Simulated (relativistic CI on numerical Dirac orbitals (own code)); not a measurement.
## Cr+ in a cubic cluster: 3s photoemission with charge transfer

Computed with a charge-transfer multiplet model of a cubic metal-ligand cluster with up to 2 ligand holes, Slater and spin-orbit integrals from Dirac-Coulomb-Breit ions, Slater integrals scaled by 0.7. The ground state mixes d5 with configurations of k ligand holes L, whose averages lie at kΔ + k(k − 1)U_dd/2; a core hole lowers each added d electron by U_cd. 300 K, Lorentzian 1.4 eV and Gaussian 0.8 eV FWHM.

Atomic integrals in eV (Slater integrals scaled, ζ unscaled), ground: F2dd 5.807, F4dd 3.572, zeta_d 0.022; with the core hole: F2dd 6.861, F4dd 4.268, zeta_d 0.029, G2cd 7.231.

Cluster parameters (eV): Δ = 6.5, U_cd = 7.1, 10Dq = 1.25, 10Dq(ligand) = 1.2, V(eg) = 2.35, V(t2g) = -1.28, final-state hopping factor = 0.8.

Weights, n_d and S are thermal averages at 300 K. Binding energies count from the first peak over 30 % of the highest in each spectrum, which can be another peak from case to case. The parameters are a model scan and need not match a compound or its usual spin state. Peaks in eV (height, largest 100): 0.0 (100), 1.5 (72), 4.5 (32), 7.8 (64), 13.2 (15).

(1) Which parameters give this spectrum?
A. U_dd = 4.2 eV
B. U_dd = 5.6 eV
C. U_dd = 6.3 eV

Results:

(1) C. U_dd = 6.3 eV; the ground state then has 5.23 d electrons and S = 1.98. The choice follows from running the model for each set and comparing peak positions and heights. Without intra-shell correlation the exchange splitting of the 3s hole comes out too large.
